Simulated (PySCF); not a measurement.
# Te⁺: excitation energy

Te⁺ [Kr] 4d10 5s2 5p3 (4S) → Te⁺ [Kr] 4d10 5s2 5p2 5d1 (high-spin determinant), as a difference of total energies. All numbers are calculated (PySCF 2.14, scalar relativity through the core potential, in aug-cc-pwCVTZ-PP with ECP28MDF (8s7p6d4f1g, 96 functions)). Correlated levels: valence: 4s2 4p6 4d10 frozen; valence and next inner shell: nothing frozen outside the core potential. The calculations carry no spin-orbit coupling.

```csv
method,excitation energy (cm⁻¹)
UHF,90092
LDA,85369
PBE,84189
PBE0,86539
r2SCAN,88713
wB97X-V,88215
B3LYP,85608
BLYP,83511
M06-2X,89089
MP2 (valence),89041
SCS-MP2 (valence),88961
MP2 (valence and next inner shell),89894
SCS-MP2 (valence and next inner shell),89473
```

The promoted electron is Rydberg-like, and one or two diffuse shells describe it only roughly, which tends to raise the upper state.

The determinant of the upper state mixes LS terms, which raises its energy above the lowest term, most at the Hartree-Fock and MP2 levels.
